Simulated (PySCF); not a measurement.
## Unknowns

PySCF 2.14.0 with density-fitted response routines calculation with GFN2-xTB structure and PBE0/pcSseg-1 with gauge-including orbitals; no relativistic terms, equivalent nuclei averaged, isolated molecule, single conformer.

Scale: TMS for $^{1}$H (31.72 ppm) and $^{13}$C (186.93 ppm) (reference shieldings calculated alike). Splittings of carbon signals by F and P are missing where no couplings were computed. Where no couplings were computed, multiplicities follow the n + 1 count of equivalent neighbours, and m marks all less simple cases (inequivalent or close neighbours, rings, F or P nearby). Shifts are as computed. Against solution values, carbons near 30 ppm lie about +3 ppm off and those near 130 ppm about +5 ppm. Of 1211 compounds with measured shifts, 218 miss one by over three times the rms of a fit or turn the order of signals round; such compounds aren't used in these exercises.

**Question.** C8H14F2. $^{1}$H NMR (500 MHz, computed): δ 5.24 (m, 1H), 1.06 (s, 9H), 0.68 (m, 2H), 0.39 (m, 2H). $^{13}$C{$^{1}$H} NMR (computed): δ 131.1, 32.3, 31.5, 29.9, 8.8. Identify the compound.

**Answer.** `CC(C)(C)C1(C(F)F)CC1`. The formula gives 1 degree of unsaturation (1 ring in the answer). 5 carbon signals for 8 carbons: some carbons are equivalent by symmetry or fast rotation. Carbon types of the structure: 2 × C, 1 × CH, 2 × CH2, 3 × CH3, which accounts for all hydrogens. δC 131.1: sp3 CH bonded to 2 F; 2 electronegative neighbours deshield it. δC 32.3: quaternary sp3 carbon; saturated and bonded to C and H only. δC 31.5, 8.8: three-membered-ring carbon. δH 5.24: hydrogen on an sp3 CH bonded to 2 F; its carbon carries F, which withdraws density.

The data come from this structure; uniqueness wasn't tested.

**Question.** C8H14F2. $^{1}$H NMR (400 MHz, computed): δ 5.79 (m, 1H), 5.29 (br s, 1H), 5.13 (br s, 1H), 2.26 (q, 2H), 1.25 (s, 6H), 1.15 (t, 3H). $^{13}$C{$^{1}$H} NMR (computed): δ 164.0, 126.0, 114.0, 47.3, 29.8, 22.3, 13.8. Identify the compound.

**Answer.** `C(C(C(=C)CC)(C)C)(F)F`. The formula gives 1 degree of unsaturation (no ring in the answer). 7 carbon signals for 8 carbons: some carbons are equivalent by symmetry or fast rotation. Carbon types of the structure: 2 × C, 1 × CH, 2 × CH2, 3 × CH3, which accounts for all hydrogens. δC 164.0: fully substituted alkene carbon; as expected for a trigonal carbon in a double bond. δC 126.0: sp3 CH bonded to 2 F; 2 electronegative neighbours deshield it. δC 114.0: terminal =CH2 carbon; as expected for a trigonal carbon in a double bond. δH 2.26: hydrogen on an allylic sp3 CH2; allylic position.

The data come from this structure; uniqueness wasn't tested.
